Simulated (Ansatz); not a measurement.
A nudged elastic band was laid between two geometries of CH6Si + FH + H2O (13 atoms, charge 0, multiplicity 1).

The calculation used UKS BHLYP-D4/6-31G* in Ansatz 0.2.0.

| Property | Result |
| --- | --- |
| movable images | 7 |
| climbing image | yes |
| spring | 5.0 eV/Å² |
| optimiser | quadratic models (default) |
| start path | through a guess of the saddle point |
| force threshold | 0.05 eV/Å |
| iteration limit | 31 |
| end points | relaxed |

First end point:

```xyz
13
Properties=species:S:1:pos:R:3
Si 0.223 1.471 -0.450
C 1.432 0.054 -0.254
H 0.601 2.337 -1.590
H -1.135 0.952 -0.758
H 0.133 2.300 0.763
H -1.064 -1.025 1.487
F -0.572 -0.521 2.117
H -1.063 -2.232 -0.345
O -1.717 -1.700 0.111
H 1.451 -0.583 -1.137
H 1.149 -0.534 0.612
H 2.441 0.427 -0.097
H -1.879 -0.946 -0.460
```

Last end point:

```xyz
13
Properties=species:S:1:pos:R:3
Si -0.732 1.842 0.074
C 1.776 -1.221 -0.244
H -0.107 1.324 -1.146
H -2.193 1.956 -0.047
H -0.173 3.171 0.391
H -1.129 -0.898 0.644
F -0.373 0.895 1.331
H 0.842 -1.580 -0.664
O -1.640 -1.014 -0.158
H 2.300 -0.627 -0.988
H 2.397 -2.062 0.047
H 1.567 -0.605 0.625
H -2.536 -1.180 0.135
```

(1) Which bonds break or form, and what moves?

(2) What energy profile does the band end with?

(3) What is the geometry of the highest image?

## Answers

(1) Bonds broken: Si1–C2, H6–F7, H8–O9. Bonds formed: Si1–F7, C2–H8, H6–O9. CH6Si + FH + H2O becomes CH4 + FH3Si + H2O.

(2) The forces met the threshold. The highest image is number 3 of 0 to 8, 198.4 kJ/mol above the first end and 330.1 kJ/mol above the last; the last end lies 131.7 kJ/mol below the first. Neighbouring images differ by up to 1.8 eV, so the band resolves the path poorly. A vibrational analysis at the climbing image gives one clearly imaginary mode, 1251i cm⁻¹: a first-order saddle point. The orbitals stay closed-shell, which can raise the energy where a bond breaks towards radicals; this wasn't checked here.

| image | path coordinate (Å) | energy (kJ/mol) | Si1–C2 (Å) | H6–F7 (Å) | H8–O9 (Å) |
| --- | --- | --- | --- | --- | --- |
| 0 | 0.00 | 0.0 | 1.87 | 0.94 | 0.96 |
| 1 | 1.02 | 3.0 | 1.88 | 0.94 | 0.96 |
| 2 | 2.03 | 43.2 | 1.91 | 0.96 | 0.96 |
| 3 | 3.05 | 198.4 | 2.08 | 1.45 | 1.17 |
| 4 | 3.93 | 20.2 | 2.62 | 1.74 | 1.86 |
| 5 | 4.82 | -87.1 | 3.15 | 1.92 | 2.19 |
| 6 | 5.70 | -119.6 | 3.59 | 2.00 | 2.30 |
| 7 | 6.59 | -129.2 | 3.85 | 2.01 | 2.39 |
| 8 | 7.47 | -131.7 | 3.97 | 2.06 | 2.60 |

(3) 
```xyz
13
Properties=species:S:1:pos:R:3:forces:R:3
Si -0.119 1.211 0.000 0.01 0.01 0.00
C 1.162 -0.399 -0.280 0.01 0.00 0.01
H 0.477 1.703 -1.295 0.00 -0.01 0.00
H -1.529 1.143 -0.482 0.00 0.00 0.00
H 0.332 2.324 0.860 0.00 0.00 0.00
H -1.214 -0.878 0.966 -0.01 -0.01 0.00
F -0.651 0.350 1.489 -0.01 0.01 0.01
H -0.175 -0.990 -0.182 -0.03 -0.02 0.00
O -1.135 -1.548 0.198 0.04 0.00 -0.01
H 1.455 -0.566 -1.310 0.00 0.00 -0.01
H 1.383 -1.283 0.322 0.00 0.00 0.00
H 1.880 0.320 0.123 0.00 0.00 -0.01
H -1.866 -1.386 -0.409 0.00 0.01 0.00
```

Time of the run: 14 min on 2 threads of Intel(R) Xeon(R) Platinum 8259CL CPU @ 2.50GHz (Skylake/Cascade Lake) (shared host), peak memory 0.27 GiB.
